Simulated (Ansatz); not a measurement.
Reaction (substitution at a C–N bond): `CCNCS` + `[SiH3][SeH]` → `CC[Se][SiH3]` + `NCS`

Gas-phase electronic energies from Ansatz, PBE0-D4/def2-TZVP geometries. CCSD(T)/CBS is the MP2 limit (def2-TZVPP, def2-QZVPP) plus CCSD(T) − MP2 in def2-TZVPP, frozen cores. DFT in def2-TZVPP. B3LYP here is the variant with VWN-RPA as its local correlation; programs differ in this. For Se outer-core shells are correlated without core-valence functions, which leaves a few kJ/mol of doubt a bond. Scalar relativity is left out up to krypton. One conformer a species, not always the lowest.

Problem. Is it downhill or uphill in electronic energy at CCSD(T)/CBS, and by how much? (Best estimate.)

Solution. The calculation gave: Downhill: ΔE = -0.14 eV.

Problem. What do these levels give: r2SCAN-D4, B3LYP-D4, B3LYP, SCS-MP2/def2-TZVPP, HF/def2-QZVPP, CCSD/CBS(def2)? (An estimate is asked.)

Solution. The calculation gave: r2SCAN-D4 -0.11, B3LYP-D4 -0.12, B3LYP -0.11, SCS-MP2/def2-TZVPP -0.15, HF/def2-QZVPP -0.05, CCSD/CBS(def2) -0.13 eV.

Largest T1 diagnostic among the species: 0.010.

In def2-TZVPP, CCSD(T) changes the Hartree–Fock value by −0.06 eV (the triples alone add −0.01 eV) and MP2 by −0.12 eV.
